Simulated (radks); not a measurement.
Initial-state core-level shifts of the copper ion Cu3+ when its valence configuration changes from [Ar] 3d8. Calculated with a radial shooting solver on a logarithmic mesh with Libxc functionals: scalar-relativistic Kohn-Sham, PBE, spin-unpolarised, spherical densities, point nucleus. Shifts are changes of the shell-averaged eigenvalues in eV (positive: less bound).

| valence | 1s | 2s | 3s | 3p |
|---|---|---|---|---|
| 3d6 4s2 | -20.698 | -23.122 | -18.695 | -18.210 |
| 3d7 4s1 | -9.798 | -10.926 | -9.029 | -8.793 |
| 3d7 4p1 | -11.173 | -12.267 | -10.407 | -10.161 |
| 3d6 4s1 4p1 | -22.015 | -24.420 | -20.012 | -19.516 |
| 3d7.5 4p0.5 | -5.460 | -5.981 | -5.131 | -5.010 |
| 3d6.5 4s1 4p0.5 | -15.793 | -17.535 | -14.469 | -14.104 |
| 3d6 4p2 | -23.302 | -25.690 | -21.303 | -20.796 |
| 3d7 4s0.5 4p0.5 | -10.489 | -11.600 | -9.721 | -9.480 |
